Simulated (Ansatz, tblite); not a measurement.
Forces on Be₃O₃⁺ at its PBE0-D4/def2-SVP geometry. The state is a doublet with charge 1.

The xTB rows come from tblite. The structure holds 1 bond(s) between oxygen atoms. Another isomer (doublet) lies 3.87 eV lower at PBE0-D4/def2-TZVP; other spin states weren't run for this one.

GFN1-xTB (tblite), largest force 3.42 eV/Å:

```xyz
6
positions Å, forces eV/Å
Be    0.598   -0.248    2.367   -0.534    0.217   -2.113
Be    0.841    0.283   -0.519   -0.662   -0.007   -0.898
Be   -0.999   -0.218   -0.107    0.162    0.218   -1.082
O    -0.510    0.877   -1.211    0.946   -3.278    0.239
O     0.234   -0.099    0.925    0.645   -0.263    2.557
O    -0.164   -0.595   -1.455   -0.557    3.114    1.297
```

GFN2-xTB (tblite), largest force 2.91 eV/Å:

```
Be -0.412 0.167 -1.630
Be -0.794 -0.047 -0.843
Be 0.307 0.252 -1.089
O 0.849 -2.750 0.449
O 0.450 -0.181 1.785
O -0.400 2.560 1.328
```

PBE-D4/def2-TZVP (Ansatz), largest force 1.41 eV/Å:

```
Be -0.179 0.072 -0.709
Be -1.373 -0.304 -0.107
Be 1.174 0.389 -0.678
O 0.016 0.347 0.493
O 0.161 -0.065 0.637
O 0.201 -0.439 0.363
```
